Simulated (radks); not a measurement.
The numbers below are computed, except where a source is named.
Task: These are the eigenvalues of the occupied orbitals of an atom or ion with whole-number occupations (eV). Code: a radial shooting solver on a logarithmic mesh with Libxc functionals. Model: Dirac Kohn-Sham, AM05, spin-unpolarised, spherical densities, finite nucleus; Fermi nuclear charge, rms radius of each element as measured or else 0.836 A^(1/3) + 0.57 fm.

orbital  eigenvalue
1s1/2     -67228.94
2s1/2     -11568.44
2p1/2     -11061.65
2p3/2     -9793.148
3s1/2     -2671.208
3p1/2     -2445.197
3p3/2     -2172.161
3d3/2     -1788.960
3d5/2     -1729.430
4s1/2     -566.3721
4p1/2     -473.1549
4p3/2     -410.1077
4d3/2     -256.5725
4d5/2     -244.9862
5s1/2     -100.8771
5p1/2      -73.6273
5p3/2      -64.6302
4f5/2      -53.9774
4f7/2      -51.9885
5d3/2      -29.5968
5d5/2      -28.7621

Which element is it, and in what charge state? The configuration may be excited. Open shells, if any, are shared by 2j + 1.

Result: Z = 73, tantalum, charge +3: Ta3+ in [Xe] 4f14 5d2. The list shows which subshells hold electrons but not how many an open one holds; the 1s level, -2470.6 hartree, gives Z - s = 70.3 by -(Z - s)^2/2, which with screening and relativity narrows Z to a few neighbours, and the depths of the outer levels then fix element, charge and occupations together.
